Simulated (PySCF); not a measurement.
Geometry (Å), atoms numbered from 1 in this order:
```xyz
8

O    -0.959    1.791   -0.144
C    -0.079    1.008   -0.086
O     1.253    1.290   -0.203
B     1.936    0.103   -0.065
F     3.232    0.014   -0.117
O     1.113   -0.983    0.136
C    -0.173   -0.521    0.136
O    -1.144   -1.176    0.280
```

Geometry: PBE0-D3(BJ)/def2-SVP; GIAO shifts from PySCF, gas phase, non-relativistic, averaged over equivalent atoms.

At PBE0/pcSseg-1 (136 basis functions, 9 s wall time on 1 thread of an Arm Neoverse V2, shared host):
```csv
atoms,δ (ppm)
O1/O8,497.0
O3/O6,252.2
C2/C7,155.3
B4,23.3
F5,-119.8
```

References, each an isolated molecule treated in the same way: 17O (σ = 334.56 ppm) vs H2O; 13C (σ = 184.41 ppm) vs TMS; 11B (σ = 100.73 ppm) vs BF3·OEt2; CFCl3 for 19F (σ = 177.25 ppm).

**Question.** What do these become at wB97X-D/pcSseg-2?

**Answer.** 
```json
{"atoms": "O1/O8", "δ at wB97X-D/pcSseg-2": "486.9", "change": "-10.1"}
{"atoms": "O3/O6", "δ at wB97X-D/pcSseg-2": "242.7", "change": "-9.5"}
{"atoms": "C2/C7", "δ at wB97X-D/pcSseg-2": "161.3", "change": "+6.0"}
{"atoms": "B4", "δ at wB97X-D/pcSseg-2": "21.9", "change": "-1.4"}
{"atoms": "F5", "δ at wB97X-D/pcSseg-2": "-126.4", "change": "-6.6"}
```

δ = σ(ref) − σ, references computed at the same level: H2O for 17O (326.83 ppm); 13C (184.42 ppm) against TMS; 11B (99.96 ppm) vs BF3·OEt2; 19F (186.42 ppm) vs CFCl3.

The largest change is at O1/O8 (carbonyl oxygen). Cost: 288 basis functions, 38 s wall time on 1 thread of an Arm Neoverse V2, shared host.

Unscaled 19F shifts against computed CFCl3 carry errors that often reach 10 to 50 ppm. Unscaled 17O shifts of doubly bonded oxygen tend to come out too high, by tens of ppm or more. Experimental scales use liquid or dissolved standards, which lie at an offset from isolated H2O (liquid H2O: subtract about 36 ppm).
